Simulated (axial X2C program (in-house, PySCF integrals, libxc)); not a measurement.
## Which molecule has these constants?

Calculated with an in-house relativistic program for diatomic molecules, spin-free (one-electron X2C) or two-component (2c: spin–orbit coupling with atomic mean-field Coulomb and Gaunt terms, which also bring small scalar terms), in Dyall basis sets with cores contracted in-house; open shells are unrestricted.

A two-component PBE0 calculation in a Dyall 3-zeta basis gave Re = 1.742 Å, ωe = 858.8 cm⁻¹, De = 4.16 eV, dipole magnitude 3.89 D, Ω = 1.

Question: Which molecule is it?
A. TcB
B. LiTc
C. BeTc
D. TcF
E. TcO

Answer: A. The others have LiTc 2.565 Å and 344.7 cm⁻¹ (Ω = 3); TcF 1.967 Å and 558.3 cm⁻¹ (Ω = 3); BeTc 2.269 Å and 449.0 cm⁻¹ (Ω = 7/2); TcO 1.712 Å and 927.0 cm⁻¹ (Ω = 5/2).

Each entry is the lowest single determinant of a limited PBE0 search at one distance. De goes to single-determinant-based atoms at the same level (for ions the charge split of lowest energy) and is withheld (n/a) where an atom does not fit its ground term or J level. Main or longest-lived isotopes. One determinant is a doubtful description, or other states lie close, for TcB, LiTc, TcF, BeTc, TcO; these need not be ground states, and all values refer to the states named. Some open-shell Ω = 0 determinants are out of reach, so the Ω given for TcB, LiTc, TcF need not be the lowest component. With several unpaired electrons the Ω given is that of one determinant, not necessarily of the lowest component. Some light 2c atoms are not at their ground J level, so De misses part of their lowering (0.04 eV or less). The functionals have no current term, which raises determinants with orbital currents.
